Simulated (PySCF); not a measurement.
**Identify the compound**

An unknown has the formula C5H12N2Si. Its calculated NMR data are:

¹H NMR (400 MHz, computed): δ 6.58 (q, 1H), 6.11 (m, 1H), 5.25 (m, 1H), 5.16 (m, 1H), 4.41 (s, 3H), 3.69 (d, 2H), 1.99 (d, 3H).

¹³C{¹H} NMR (computed): δ 151.1 (CH), 135.7 (CH), 124.3 (CH2), 63.4 (CH2), 21.7 (CH3).

- geometry: PBE0-D3(BJ)/def2-SVP
- σ from GIAO-CAM-B3LYP/pcSseg-1
- program: PySCF
- in vacuum, rapidly exchanging positions averaged, one computed conformer, non-relativistic

Chemical shifts δ = σref − σ; ¹H, ¹³C against TMS, all at this level.

What is the structure?

Answers


The formula gives 2 degrees of unsaturation (no ring in the answer). 5 carbon signals for 5 carbons: no two carbons are equivalent. Carbon types of the structure: 2 × CH, 2 × CH2, 1 × CH3, leaving 3 H on heteroatoms. δC 151.1: alkene CH; the olefinic region. δC 135.7: C=N carbon. δC 124.3: terminal =CH2 carbon; the olefinic region. δC 63.4: allylic sp3 CH2 bonded to N; pulled downfield by the heteroatom. δC 21.7: methyl carbon; saturated and bonded to C and H only. δH 5.25, 5.16: hydrogen on a terminal =CH2 carbon; olefinic region. δH 3.69: hydrogen on an allylic sp3 CH2 bonded to N; its carbon carries N, hence the downfield position.

Structure: `C=CCN([SiH3])/N=C/C`.

The shifts were computed for this structure.

Shifts are as computed, not scaled to solution data. Of 1313 compounds with measured shifts, 239 miss one by over three times the rms of a fit or turn the order of signals round; such compounds aren't used in these exercises. No couplings were computed; multiplicities are counted from neighbouring protons, with m where these are inequivalent, close in shift, in a saturated or five-membered ring or joined by F or P, and br s for small geminal =CH2 splittings.
